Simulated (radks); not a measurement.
Results of a calculation; reference values are marked as such.
Task: Species: Os XX. Configuration: [Kr] 4d10 4f11. Level of theory: Dirac Kohn-Sham, relativistic LDA (MacDonald-Vosko exchange, VWN5 correlation), spin-unpolarised, spherical densities, finite nucleus; open shells fill j = l - 1/2 first; Fermi nuclear charge, rms radius 5.4126 fm (a radial shooting solver on a logarithmic mesh with Libxc functionals). Some entries of the table are withheld. Estimate them.

orbital  occ.  eigenvalue (hartree)  <r^2> (bohr^2)  r(max) (bohr)
1s1/2       2             -2708.198       0.0004374        0.01109
2s1/2       2             -486.1857        0.006635        0.06387
2p1/2       2             -466.7548        0.004716        0.04727
2p3/2       4             -411.1970        0.005907        0.05429
3s1/2       2             -126.2720         0.04313         0.1796
3p1/2       2             -117.4849         0.03941         0.1678
3p3/2       4             -105.3379         0.04588         0.1822
3d3/2       4             -90.48578         0.03533         0.1421
3d5/2       6             -87.83713         0.03710         0.1461
4s1/2       2             -39.55703             (1)         0.4043
4p1/2       2             -35.83185          0.2103            (2)
4p3/2       4             -32.86302          0.2412            (3)
4d3/2       4                   (4)          0.2511         0.4241
4d5/2       6                   (5)          0.2613         0.4330
4f5/2       6             -18.17886          0.2773         0.3860
4f7/2       5             -18.05219          0.2823         0.3899
5s1/2       0             -17.45312          0.8219         0.8371
5p1/2       0             -16.00658          0.8833            (6)
5p3/2       0             -15.18191          0.9779            (7)

Result: 
(1) 4s1/2 <r^2> (bohr^2): 0.2066
(2) 4p1/2 r(max) (bohr): 0.4026
(3) 4p3/2 r(max) (bohr): 0.4316
(4) 4d3/2 eigenvalue (hartree): -26.68560
(5) 4d5/2 eigenvalue (hartree): -26.11446
(6) 5p1/2 r(max) (bohr): 0.8640
(7) 5p3/2 r(max) (bohr): 0.9143
